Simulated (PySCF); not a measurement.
C7H6OS, SMILES c1cc(OC)sc1C#C (GFN2-xTB optimised geometry):

```
15

C     -1.985    -3.336     0.001
C     -1.219    -2.409     0.001
C     -0.349    -1.316     0.000
C      1.017    -1.316     0.000
C      1.581    -0.027     0.000
C      0.638     0.960     0.000
O      0.900     2.279     0.000
C     -0.206     3.149     0.001
S     -0.978     0.317     0.000
H     -2.636    -4.158     0.002
H      1.596    -2.222     0.000
H      2.636     0.176     0.000
H      0.200     4.158     0.000
H     -0.826     2.999    -0.889
H     -0.825     2.999     0.892
```

Calculation: PBE0/def2-TZVP (PySCF).

**Question.** What are the frontier orbital energies and the dipole moment?

**Answer.** HOMO-2 -8.03 eV, HOMO-1 -7.50 eV, HOMO -5.94 eV, LUMO -0.84 eV, LUMO+1 0.10 eV; dipole moment 1.69 D.

On the same geometry PBE/def2-TZVP run with PySCF 2.14.0 gives HOMO-2 -6.78 eV, HOMO-1 -6.40 eV, HOMO -4.97 eV, LUMO -1.62 eV, LUMO+1 -0.92 eV; dipole moment 1.86 D.

Meta-Löwdin charges at PBE0/def2-TZVP: C1 -0.22, C2 -0.03, C3 -0.15, C4 -0.12, C5 -0.21, C6 0.09, O7 -0.30, C8 -0.14, S9 0.24, H10 0.18, H11 0.14, H12 0.14, H13 0.14, H14 0.12, H15 0.12.
